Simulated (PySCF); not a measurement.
CH3Cl2In. Atoms are numbered in the order given.

```xyz
7

In    -0.1664     0.1666    -0.1297
Cl     2.0160    -0.3736    -0.8612
Cl    -0.7048    -0.9388     1.8896
C     -1.4999     1.4997    -1.1774
H     -2.4188     1.6232    -0.5903
H     -1.7253     1.0598    -2.1586
H     -0.9921     2.4645    -1.3112
```

The structure is a stationary point at B3LYP-D3(BJ)/def2-SVP. The structure was generated by enumeration; whether it is a known compound was not checked. The def2 effective core potentials stand for the cores of In; spin–orbit coupling is left out.

All values below come from PySCF with PBE/def2-TZVP.

Isolated molecule, no solvent.

```yaml
total_energy: -1150.16524 hartree
highest_occupied_level: -7.24 eV
lowest_empty_level: -2.78 eV
orbital_gap: 4.46 eV
dipole_moment: 3.80 D
quadrupole, principal values (traceless, Buckingham form, about the centre of nuclear charge): -9.34, 2.56, 6.78 D·Å
mean_static_polarisability: 76.4 bohr³ (11.33 Å³)
polarisability_principal_values: 51.4, 87.2, 90.7 bohr³
```
